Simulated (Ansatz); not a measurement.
Reaction (redistribution): `COB(N)[SiH3]` + `[Cl][Ga]([Cl])[Br]` → `COB(N)Br` + `[SiH3][Ga]([Cl])[Cl]`

Gas-phase electronic energies from Ansatz, PBE0-D4/def2-TZVP geometries. CCSD(T)/CBS adds triple-zeta CCSD(T) − MP2 to the extrapolated MP2 energy (def2 sets, frozen cores). DFT in def2-TZVPP. For Br, Ga outer-core shells are correlated without core-valence functions, which leaves a few kJ/mol of doubt a bond. Scalar relativity is left out up to krypton. One conformer a species, not always the lowest.

`COB(N)[SiH3]`:

```xyz
13

C     0.406    0.972    1.699
O    -0.304    1.213    0.513
B    -0.401    0.311   -0.508
N    -1.146    0.699   -1.630
Si    0.460   -1.536   -0.500
H     0.865   -0.023    1.713
H    -0.272    1.053    2.552
H     1.197    1.719    1.809
H    -1.277    0.110   -2.431
H    -1.595    1.599   -1.692
H    -0.028   -2.390    0.621
H     1.945   -1.475   -0.374
H     0.149   -2.250   -1.772
```

`[Cl][Ga]([Cl])[Br]`:

Cartesian coordinates in Å:
```
Cl 0.894 1.329 1.403
Ga 0.020 0.019 -0.008
Cl 0.608 0.144 -2.036
Br -1.522 -1.492 0.641
```

`COB(N)Br`:

Cartesian coordinates in Å:
```
C -0.037 0.047 -1.707
O -0.571 -0.107 -0.410
B 0.148 0.008 0.728
N -0.463 -0.162 1.970
Br 2.060 0.415 0.691
H 0.391 1.043 -1.843
H 0.739 -0.697 -1.905
H -0.856 -0.091 -2.412
H -1.443 -0.372 2.050
H 0.033 -0.084 2.838
```

`[SiH3][Ga]([Cl])[Cl]`:

Z-matrix (Å, degrees):
```
Si
Ga 1 2.395
H 1 1.485 2 108.3
H 1 1.483 2 110.0 3 -120.5
H 1 1.485 2 108.5 3 118.9
Cl 2 2.143 1 122.4 3 -61.4
Cl 2 2.141 1 124.2 3 118.4
```

| level | ΔE (kJ/mol) |
| --- | --- |
| PBE0-D4 | -14.9 |
| PBE | -17.1 |

Q: What does CCSD(T)/CBS give? (An estimate is asked.)

A: The calculation gave: -17.2 kJ/mol. The listed levels differ from it by 2.3, 0.1 kJ/mol.

Largest T1 diagnostic among the species: 0.013.

In def2-TZVPP, CCSD(T) changes the Hartree–Fock value by −5.2 kJ/mol (the triples alone add +0.1 kJ/mol) and MP2 by −8.5 kJ/mol.
